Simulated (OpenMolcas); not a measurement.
Mo III: CASPT2 settings compared

- Program: OpenMolcas 26.06
- Basis: ANO-RCC-VTZP [7s6p4d2f1g]
- Scalar Hamiltonian: DKH3, point nucleus
- Active space: 4 electrons in 5 orbitals (4d)
- State averaging: 2S+1 = 5 even, 5 roots; 2S+1 = 3 even, 45 roots; 2S+1 = 1 even, 44 roots
- Spin-orbit coupling: state interaction with AMFI integrals over the reference wave functions, term energies averaged over their components

Methods on the same reference wave functions:
A. CASSCF
B. SS-CASPT2, IPEA 0.6 Eh, no level shift (closed shells correlated: 4s 4p)
C. MS-CASPT2, IPEA 0.6 Eh, no level shift (closed shells correlated: 4s 4p)
D. XMS-CASPT2, IPEA 0.4 Eh, real shift 0.1 Eh (closed shells correlated: 3d 4s 4p)
E. XMS-CASPT2, IPEA 0.3 Eh, imaginary shift 0.4 Eh (closed shells correlated: 3d 4s 4p)

Energies in cm⁻¹ above 4d⁴ ⁵D₀, the measured ground level; measured values from Sugar and Musgrove, J. Phys. Chem. Ref. Data 17, 155 (1988).

```tsv
Level	A	B	C	D	E	Measured
4d⁴ ⁵D₀	0.0	0.0	0.0	0.0	0.0	0.0
4d⁴ ⁵D₁	217	229	229	232	230	242
4d⁴ ⁵D₂	617	642	642	646	644	668
4d⁴ ⁵D₃	1161	1189	1189	1194	1191	1224
4d⁴ ⁵D₄	1814	1835	1835	1837	1834	1872
4d⁴ ³H₄	15830	14070	14060	14210	14170	12680
4d⁴ ³P₀(1)	16250	13220	13220	12740	12950	11149
4d⁴ ³H₅	16314	14600	14600	14790	14740	13276
4d⁴ ³H₆	16786	15090	15090	15260	15210	13811
4d⁴ ³P₁(1)	17469	14450	14450	13970	14190	12510
4d⁴ ³F₃(1) [71 %]	18336	15850	15850	15500	15560	13948
4d⁴ ³F₂(1)	18418	15950	15940	15410	15490	13929
4d⁴ ³F₄(1)	18571	16140	16140	15750	15810	14296
4d⁴ ³P₂(1)	19361	16310	16310	15830	16050	14358
4d⁴ ³G₃ [71 %]	20204	17600	17600	17890	17820	15871
4d⁴ ³G₄	20610	17960	17970	18290	18210	16283
4d⁴ ³G₅	20908	18290	18290	18770	18670	16714
4d⁴ ¹I₆	24223	21200	21200	20870	21000	20290
4d⁴ ³D₃	25480	21620	21620	21280	21210	19488
4d⁴ ³D₂	25646	21740	21740	21420	21370	19577
4d⁴ ³D₁	25875	22040	22040	21700	21630	
4d⁴ ¹G₄(1)	25881	22400	22390	21890	21960	20612
4d⁴ ¹S₀	29626	25200	25200	24540	24590	22990
4d⁴ ¹D₂	31282	25560	25550	25460	25770	22806
```

Deviations, from unrounded energies. A percentage is the sum of absolute deviations over the sum of measured energies, with the sign that they share, or ± where signs differ.

```tsv
Against measurement	Levels	A	B	C	D	E
mean absolute deviation (cm-1)	22	3900	1500	1500	1300	1400
fine structure of the ground term (%)	4	-4.9	-2.8	-2.8	-2.4	-2.7
other terms of the ground configuration (%)	18	+29.4	+11.1	+11.1	+9.9	+10.2
```

D, E lie about equally close to measurement and A furthest from it. The largest miss of D in the table is 4d⁴ ¹D₂, by +2700 cm-1. The ranking rests on the paired levels alone, and a cruder setting can come out closer through cancelling errors.

Among B to E the level of the table that moves most is 4d⁴ ¹S₀, by 670 cm-1 (lowest in D, highest in B). Moves below CASPT2's spread within the term are not significant.

The mean deviations of B to E differ by less than CASPT2's widest spread within a term (3500 cm-1), so their order carries little weight.

From A to B the spin-free energies of the other terms of 4d⁴ shown, above ⁵D, scale by factors of 0.80 to 0.89, as is usual when dynamic correlation screens the repulsion within a d or f shell.

The lowest spin-free term lies below A's lowest term by 0.315 hartree in B, 0.315 hartree in C, 0.380 hartree in D, 0.384 hartree in E.

Term energies are means over components that CASPT2 splits; among the terms shown or strongly mixed into the levels shown the widest spread is 3500 cm-1 (4d⁴ ³G, D). Levels of configurations with an s electron are missing; early in the row they begin among the upper levels of the d shell and mix with terms of their name. The CASPT2 spread within a term exceeds the gap to the next term for 4d⁴ ³D and 4d⁴ ¹G(1), so the order of their levels is uncertain (figures for B; the like holds for C, D, E). Without dynamic correlation excited terms often stand tens of per cent too high (terms of higher spin than the ground term too low), and those without a measured partner can miss by more than the paired ones (holds for A). Some levels mix across a computed gap that differs much from the measured one, so their mixing is not that of the real levels (holds for A; E). Some terms miss by over 15 % even with CASPT2, which points to a basis or an active space too small for the shells correlated (holds for B; C; E). Computed and measured levels are paired by configuration, term and J; levels that our copy of the source lacks, or whose pairing is in doubt (as where it misses far off the trend of its configuration), stay unpaired and out of the deviations. Levels of configurations outside the active space are missing. Levels that lie high or do not pair safely by name in every column are left out.

A share in square brackets marks a mixed level and gives the weight of the term that names it, the lowest over the columns. A number in round brackets counts repeated terms of one configuration in the order of the reference energies.
